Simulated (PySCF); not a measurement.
Excitations are Tamm–Dancoff values on a coarser integration grid. The basis has no diffuse functions, so Rydberg states are missing or too high.

Z-matrix (Å, degrees):
```
C
C 1 1.3968
O 2 1.3375 1 111.70
C 3 1.3858 2 108.18 1 0.00
C 4 1.3758 3 108.87 2 0.00
O 5 1.3472 4 126.56 3 180.00
H 6 0.9789 5 106.76 4 180.00
H 4 1.0922 5 134.53 6 0.00
H 2 1.0964 3 116.37 4 -180.00
B 1 1.5150 2 128.85 9 0.00
H 10 1.2153 1 121.87 2 0.00
H 10 1.2255 11 118.43 1 -180.00
```
Charge 0, spin multiplicity 1.

Task: Estimate the total energy, S1 oscillator strength and T1 excitation (TDA) that PBE-D3(BJ)/def2-TZVP // PBE-D3(BJ)/def2-SVP in PySCF 2.14.0 returns for this input.

Result: 
The total energy is -8991.45 eV and the S1 oscillator strength is 0.018. The T1 excitation (TDA) is 2.42 eV.
